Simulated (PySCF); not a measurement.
# Bond curve of SiAs

Set-up: Si def2-TZVPPD, As def2-TZVPPD; no relativity (PySCF 2.14). Energies in eV from Si + As in their ground configurations at the same level. All curves are PBE0. state 1: ²Π (doublet), unpaired electrons π ↑; state 2: ²Σ⁺ (doublet), unpaired electrons σ ↑, a second solution, started from another occupation; state 3: ⁴Π (quartet), unpaired electrons π ↑↑↑, a second solution, started from another occupation; state 4: ⁶Σ⁺ (sextet), unpaired electrons σ ↑, π ↑↑↑↑, a second solution, started from another occupation.

```csv
R (Å),state 1,state 2,state 3,state 4
1.871,-2.003,-2.542,1.429,3.3367
1.958,-2.749,-3.000,0.237,2.0686
2.045,-3.160,-3.167,-0.589,1.1646
2.111,-3.306,-3.156,-1.026,0.6687
2.176,-3.345,-3.059,-1.341,0.2947
2.241,-3.303,-2.899,-1.559,0.0177
2.328,-3.153,-2.623,-1.731,-0.2350
2.437,-2.871,-2.254,-1.805,-0.4157
2.568,-2.489,-1.833,-1.756,-0.5033
2.742,-1.994,-1.342,-1.549,-0.5002
```

Q: Put a parabola through the three lowest points of the state 1 curve and estimate Re, k and ωe (reduced mass 20.37 u; 1 eV/Å² = 0.16022 mdyn/Å; ωe = 1302.8·√(k/μ) cm⁻¹).

A: Through R = 2.111, 2.176, 2.241 Å the second-order coefficient is 9.59 eV/Å², so Re ≈ 2.175 Å, k ≈ 3.07 mdyn/Å and ωe ≈ 506 cm⁻¹. A polynomial fit of higher order to the unrounded PBE0 energies gives Re = 2.172 Å, k = 3.13 mdyn/Å, ωe = 510 cm⁻¹; anharmonicity and rounding make the difference.

The higher-order fit for each curve: state 1: Re = 2.172 Å, ωe = 510 cm⁻¹, De = 3.35 eV; state 2: Re = 2.071 Å, ωe = 564 cm⁻¹, minimum 3.17 eV below the ground-state fragments; state 3: Re = 2.451 Å, ωe = 338 cm⁻¹, minimum 1.81 eV below the ground-state fragments; state 4: Re = 2.642 Å, ωe = 208 cm⁻¹, minimum 0.51 eV below the ground-state fragments.

⟨S²⟩ of the unrestricted solution departs from its pure value on part of the curve, where spin states mix. Spin–orbit coupling is left out. The state was picked by a PBE0 search and need not be the measured ground state.
